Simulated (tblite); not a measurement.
Species: C4H8SSi2.
Numbering: `[SiH3:1][S:2][SiH:3]1[CH:4]=[CH:5][CH:6]=[CH:7]1` (hydrogens: H8, H9, H10 on Si1; H11 on Si3; H12 on C4; H13 on C5; H14 on C6; H15 on C7)

Computed with GFN2-xTB (tblite), gas phase: L-BFGS steps from a force-field or distance-geometry start until the largest atomic force falls under 0.01 eV/Å.

Step 7: E = -525.9094 eV
```
atom  x, y, z in Å  |  force x, y, z in eV/Å
Si1     3.3581   -0.2044    0.0153    0.020   0.087   0.015
S2      1.4780   -1.1878   -0.2925   -0.175   0.093  -0.116
Si3    -0.1202    0.2551   -0.6149   -0.053   0.030   0.017
C4     -0.9133    0.8742    0.9846   -0.084  -0.050  -0.043
C5     -2.1544    0.3744    1.0743    0.090  -0.042  -0.070
C6     -2.5880   -0.4960   -0.0160    0.290   0.070  -0.104
C7     -1.6989   -0.7030   -0.9988   -0.059   0.092   0.183
H8      3.9798   -0.9408    1.1040   -0.029   0.030   0.039
H9      4.1467   -0.3438   -1.2012   -0.039   0.018  -0.058
H10     3.1239    1.2015    0.3238   -0.025  -0.043   0.012
H11     0.1809    1.3365   -1.5705    0.112  -0.236   0.146
H12    -0.4917    1.5314    1.7280   -0.047  -0.046   0.003
H13    -2.8298    0.5681    1.8985    0.049   0.007  -0.058
H14    -3.5741   -0.9363    0.0060   -0.012   0.021   0.025
H15    -1.9015   -1.3210   -1.8548   -0.038  -0.030   0.009
```

Step 8: E = -525.9158 eV
```
atom  x, y, z in Å  |  force x, y, z in eV/Å
Si1     3.3593   -0.2029    0.0144    0.041   0.108   0.029
S2      1.4771   -1.1838   -0.2998   -0.111   0.028  -0.093
Si3    -0.1178    0.2537   -0.6139   -0.052   0.062  -0.008
C4     -0.9103    0.8735    0.9830   -0.187  -0.079  -0.007
C5     -2.1517    0.3726    1.0720    0.185   0.011  -0.091
C6     -2.5830   -0.4937   -0.0171    0.127   0.049  -0.001
C7     -1.6971   -0.7013   -0.9979    0.001   0.025   0.039
H8      3.9758   -0.9412    1.1108   -0.056   0.074  -0.040
H9      4.1423   -0.3440   -1.2103   -0.067   0.029   0.025
H10     3.1190    1.2055    0.3270    0.000  -0.117  -0.011
H11     0.1932    1.3294   -1.5693    0.100  -0.204   0.127
H12    -0.5026    1.5281    1.7325    0.042   0.014   0.036
H13    -2.8294    0.5644    1.8908    0.009   0.037   0.032
H14    -3.5702   -0.9299    0.0127   -0.032  -0.011  -0.015
H15    -1.9089   -1.3224   -1.8491    0.001  -0.026  -0.022
```

Step 9: E = -525.9193 eV
```
atom  x, y, z in Å  |  force x, y, z in eV/Å
Si1     3.3599   -0.2009    0.0142    0.014   0.064   0.014
S2      1.4729   -1.1799   -0.3053   -0.015  -0.011  -0.066
Si3    -0.1182    0.2536   -0.6126   -0.038   0.036  -0.002
C4     -0.9110    0.8725    0.9817   -0.015   0.020   0.038
C5     -2.1482    0.3716    1.0700   -0.006  -0.009  -0.018
C6     -2.5800   -0.4922   -0.0170    0.083   0.007  -0.030
C7     -1.6952   -0.7002   -0.9980   -0.037  -0.001   0.023
H8      3.9733   -0.9402    1.1137   -0.066   0.086  -0.068
H9      4.1394   -0.3435   -1.2144   -0.078   0.033   0.060
H10     3.1166    1.2059    0.3285    0.005  -0.106  -0.011
H11     0.2008    1.3211   -1.5655    0.106  -0.121   0.064
H12    -0.5072    1.5259    1.7343    0.065   0.023   0.029
H13    -2.8281    0.5634    1.8870    0.010   0.040   0.048
H14    -3.5674   -0.9265    0.0154   -0.046  -0.027  -0.028
H15    -1.9120   -1.3229   -1.8460    0.018  -0.033  -0.052
```

Step 10: E = -525.9213 eV
```
atom  x, y, z in Å  |  force x, y, z in eV/Å
Si1     3.3601   -0.1991    0.0143   -0.033   0.005  -0.011
S2      1.4701   -1.1780   -0.3091    0.041  -0.021  -0.049
Si3    -0.1194    0.2542   -0.6118   -0.021  -0.010   0.026
C4     -0.9112    0.8726    0.9817    0.023   0.041   0.049
C5     -2.1473    0.3710    1.0693   -0.035   0.012   0.021
C6     -2.5776   -0.4916   -0.0175   -0.047  -0.024   0.012
C7     -1.6947   -0.6997   -0.9979   -0.005  -0.034  -0.055
H8      3.9713   -0.9381    1.1136   -0.056   0.072  -0.053
H9      4.1369   -0.3426   -1.2150   -0.066   0.032   0.051
H10     3.1158    1.2043    0.3289   -0.004  -0.048   0.000
H11     0.2059    1.3148   -1.5622    0.115  -0.049   0.006
H12    -0.5078    1.5252    1.7352    0.068   0.027   0.029
H13    -2.8270    0.5639    1.8861    0.004   0.033   0.048
H14    -3.5667   -0.9254    0.0157   -0.012  -0.017  -0.033
H15    -1.9127   -1.3235   -1.8455    0.027  -0.019  -0.041
```

Question: Estimate the geometry and energy of step 11. (The exact step hangs on the optimiser's Hessian estimate; all steps are aligned on step 10, rigid shifts and turns removed.)

Answer: E = -525.9231 eV, largest force 0.125 eV/Å
```
atom  x, y, z in Å  |  force x, y, z in eV/Å
Si1     3.3597   -0.1972    0.0142   -0.085  -0.048  -0.036
S2      1.4691   -1.1771   -0.3134    0.065  -0.025  -0.036
Si3    -0.1207    0.2545   -0.6107   -0.001  -0.054   0.050
C4     -0.9114    0.8733    0.9828    0.064   0.056   0.048
C5     -2.1466    0.3709    1.0689   -0.073   0.017   0.054
C6     -2.5764   -0.4915   -0.0178   -0.098  -0.036   0.019
C7     -1.6945   -0.6999   -0.9987   -0.006  -0.039  -0.066
H8      3.9680   -0.9348    1.1126   -0.034   0.045  -0.017
H9      4.1331   -0.3411   -1.2147   -0.040   0.029   0.019
H10     3.1148    1.2018    0.3293   -0.016   0.026   0.015
H11     0.2132    1.3085   -1.5595    0.119   0.008  -0.038
H12    -0.5071    1.5253    1.7371    0.057   0.016   0.015
H13    -2.8262    0.5648    1.8862    0.006   0.023   0.034
H14    -3.5665   -0.9248    0.0156    0.009  -0.011  -0.032
H15    -1.9131   -1.3247   -1.8460    0.033  -0.008  -0.029
```

The energy changes by -0.0019 eV. The first-order estimate −F·Δx gives -0.0025 eV and the mean of the old and new forces, exact on a quadratic surface, -0.0019 eV. The step makes an angle of 47° with the force vector and moves no atom by more than 0.010 Å.

The cost below is that of the whole relaxation. On one thread of an Intel Xeon at 2.50 GHz, shared host with 64 logical CPUs at a one-minute load of 63, this took 3.8 s.
